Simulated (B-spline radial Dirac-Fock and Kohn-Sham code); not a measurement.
Pd⁺ 2s: cross section and angular parameters

System: Pd⁺ in the configuration [Kr] 4d9; threshold 3592.3 eV (orbital energy of the model). Level of theory: Dirac-Hartree-Slater photoionisation with a Latter tail; cross sections with all multipoles, angular parameters from the dipole term and its interference with E2; a B-spline atomic structure program.

For linearly polarised light dσ/dΩ = σ/(4π) [1 + β P₂(cos θ) + (δ + γ cos²θ) sin θ cos φ], with θ from the polarisation vector and φ the angle between the beam and the projection of the electron momentum on the plane normal to the polarisation.

```tsv
hν (eV)	σ (kb)	β	γ
4000	30.6	1.993	0.553
6000	14.9	1.995	-0.088
6180	14.1	1.995	-0.086
8047.8	8.46	1.995	0.066
13800	?	?	?
14100	2.57	1.994	0.864
15000	2.24	1.994	0.976
```

**Question.** Give the values at 13800 eV.

**Answer.** σ = 2.70 kb, β = 1.994, γ = 0.826. For an s subshell δ is negligible.

Values without a named source are computed, but for edge energies of neutral atoms, which are taken from tables.
